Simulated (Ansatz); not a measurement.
Calculated with Ansatz (gas phase, PBE0-D4/def2-TZVP geometries, no zero-point term in ΔE). CCSD(T)/CBS adds triple-zeta CCSD(T) − MP2 to the extrapolated MP2 energy (def2 sets, frozen cores). This one scheme is used for every species. Functionals use def2-TZVPP. B3LYP here is the variant with VWN-RPA as its local correlation; programs differ in this. HSE06 is defined as in plane-wave codes. For Br outer-core shells are correlated without core-valence functions, which leaves a few kJ/mol of doubt a bond. Scalar relativity is left out up to krypton. Each species was taken in one conformer, which may not be the lowest.

Reaction (ligand exchange at the Si–Br bond): `OC[SiH2]Br` + H₂S → `OC[SiH2]S` + HBr

`OC[SiH2]Br`:

Cartesian coordinates in Å:
```
O 1.122 1.012 -0.881
C 0.659 -0.292 -0.587
Si -0.566 -0.309 0.843
Br -2.165 1.153 0.298
H 0.357 1.576 -1.034
H 1.536 -0.885 -0.306
H 0.217 -0.781 -1.467
H -1.200 -1.638 1.026
H 0.040 0.164 2.109
```

H₂S:

Z-matrix (Å, degrees):
```
S
H 1 1.341
H 1 1.341 2 92.3
```

`OC[SiH2]S`:

```xyz
10

O    -0.805    1.002   -0.959
C    -0.896   -0.236   -0.271
Si    0.844   -0.687    0.301
S     1.615    0.865    1.546
H    -1.686    1.280   -1.220
H    -1.554   -0.171    0.606
H    -1.283   -1.036   -0.919
H     1.705   -0.920   -0.887
H     0.804   -1.915    1.135
H     1.256    1.819    0.668
```

HBr:

Cartesian coordinates in Å:
```
Br -0.345 0.564 -0.260
H 0.345 -0.564 0.260
```

```
             level  ΔE (kJ/mol)  difference from CCSD(T)/CBS
       LDA (SPW92)         34.9                         -4.0
            PBE-D4         35.8                         -3.1
         revPBE-D4         34.2                         -4.7
           BLYP-D4         36.2                         -2.7
         r2SCAN-D4         37.7                         -1.2
            B97M-V         35.4                         -3.5
           PBE0-D4         36.6                         -2.3
          B3LYP-D4         37.2                         -1.7
          HSE06-D4         36.8                         -2.1
          BHLYP-D4         39.4                          0.5
      CAM-B3LYP-D4         36.7                         -2.2
           ωB97X-V         37.2                         -1.7
           ωB97M-V         38.3                         -0.6
            B2PLYP         38.0                         -0.9
          PBE-QIDH         37.7                         -1.2
               PBE         36.6                         -2.3
            revPBE         36.9                         -2.0
            r2SCAN         38.1                         -0.8
              PBE0         37.3                         -1.6
             B3LYP         38.4                         -0.5
           r2SCANh         38.3                         -0.6
           r2SCAN0         38.6                         -0.3
             BHLYP         39.7                          0.8
         CAM-B3LYP         37.4                         -1.5
           LC-ωPBE         35.6                         -3.3
RPA@PBE/def2-TZVPP         35.3                         -3.6
       HF/def2-SVP         38.4                         -0.5
      MP2/def2-SVP         35.7                         -3.2
     CCSD/def2-SVP         34.4                         -4.5
  CCSD(T)/def2-SVP         33.9                         -5.0
     HF/def2-TZVPP         42.6                          3.7
    MP2/def2-TZVPP         37.2                         -1.7
SCS-MP2/def2-TZVPP         37.5                         -1.4
   CCSD/def2-TZVPP         36.8                         -2.1
     HF/def2-QZVPP         42.6                          3.7
    MP2/def2-QZVPP         38.9                          0.0
SCS-MP2/def2-QZVPP         38.8                         -0.1
      HF/CBS(def2)         42.6                          3.7
     MP2/CBS(def2)         40.1                          1.2
    CCSD/CBS(def2)         39.7                          0.8
       CCSD(T)/CBS         38.9                            0
```

Largest T1 diagnostic among the species: 0.011.

Leaving LDA and LC-ωPBE aside and taking each functional with its dispersion term where it has one, the values spread over 5.2 kJ/mol, from revPBE-D4 to BHLYP-D4. In def2-TZVPP, CCSD(T) changes the Hartree–Fock value by −6.6 kJ/mol (the triples alone add −0.8 kJ/mol) and MP2 by −5.4 kJ/mol. At CCSD(T), def2-SVP lies −5.0 kJ/mol from the extrapolated value and def2-TZVPP −2.9 kJ/mol.
